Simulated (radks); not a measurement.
Initial-state core-level shifts of neutral thulium when its valence configuration changes from [Xe] 4f13 6s2. Calculated with a radial shooting solver on a logarithmic mesh with Libxc functionals: Dirac Kohn-Sham, LDA (Slater exchange, Perdew-Wang correlation), spin-unpolarised, spherical densities, finite nucleus; open shells fill j = l - 1/2 first; Fermi nuclear charge, rms radius 5.2256 fm. Shifts are changes of the shell-averaged eigenvalues in eV (positive: less bound); the change of the density at the nucleus, which sets a Mossbauer isomer shift, is in e/bohr^3, on a base of 9.458e+05.

valence	1s	2s	2p	3s	density at nucleus
4f13 6p2	-2.564	-2.534	-2.536	-2.498	-68.73
4f13 6s0.5 6p1.5	-1.968	-1.946	-1.947	-1.918	-49.51
4f13 6s1.5 6p0.5	-0.691	-0.683	-0.684	-0.674	-15.12
4f11 5d2 6s2	-13.632	-14.741	-14.574	-16.480	+100.93
4f12.5 5d0.5 6s2	-3.135	-3.360	-3.328	-3.699	+22.69
4f13 5d0.5 6s1.5	+0.324	+0.351	+0.350	+0.337	-19.53
4f11.5 5d1.5 6s2	-9.954	-10.738	-10.621	-11.953	+73.39
4f12 5d1 6s2	-6.453	-6.942	-6.870	-7.688	+47.26
4f13 5d2	+0.588	+0.687	+0.684	+0.650	-71.34
